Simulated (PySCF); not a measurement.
The vertical singlet excitations below were computed for one of the candidates. The calculation used TDDFT PBE0/def2-SVPD, vertical, gas phase, core orbitals frozen in the response in PySCF. Geometries: GFN2-xTB, one conformer each.

```tsv
state	λ (nm)	f
S1	264.9	0.0027
S2	195.6	0.520
S3	172.5	0.0078
S4	169.8	0.021
S5	164.4	0.0010
S6	161.0	0.0022
S7	160.4	0.054
S8	155.6	0.077
```

Triplets computed (Tamm–Dancoff): 3.67, 3.90, 5.69 eV.

Orbital energies (eV): HOMO-3 -11.90, HOMO-2 -10.61, HOMO-1 -7.94, HOMO -7.84, LUMO -1.40, LUMO+1 0.52, LUMO+2 1.08.

Task: Which candidate is it?
A. `[H]/N=C/C[C@H](C)C#C`
B. `[H]/N=C/C=C\C=C/C`
C. `Cc1cccn1C`
D. `[H]/N=C\C=C(F)F`

Result: D. Its S1 lies at 4.68 eV; the nearest of the others has S1 at 4.23 eV. S1 is HOMO→LUMO (98%). Löwdin shares by element: HOMO nitrogen 64%, carbon 21% or more, hydrogen 9% or more; LUMO carbon 57%, nitrogen 26% (atoms not listed hold the other 18%). At the same level the other candidates give, for their lowest levels:
- `Cc1cccn1C`: 233 nm (f 0.003); 202 nm (f 0.013); 199 nm (f 0.004); 198 nm (f 0.005); 197 nm (f 0.188); T1 4.33 eV; HOMO -5.74, LUMO 0.61 eV
- `[H]/N=C/C=C\C=C/C`: 293 nm (f 0.001); 261 nm (f 0.753); 204 nm (f 0.173); 195 nm (f 0.004); 193 nm (f 0.001); T1 2.60 eV; HOMO -6.61, LUMO -1.65 eV
- `[H]/N=C/C[C@H](C)C#C`: 239 nm (f 0.002); 186 nm (f 0.008); 183 nm (f 0.012); 181 nm (f 0.001); 179 nm (f 0.017); T1 4.34 eV; HOMO -7.31, LUMO -0.13 eV

Conformer computed: `[H]/[N:1]=[CH:2]\[CH:3]=[C:4]([F:5])[F:6]`: N1–C2–C3–C4 180°.
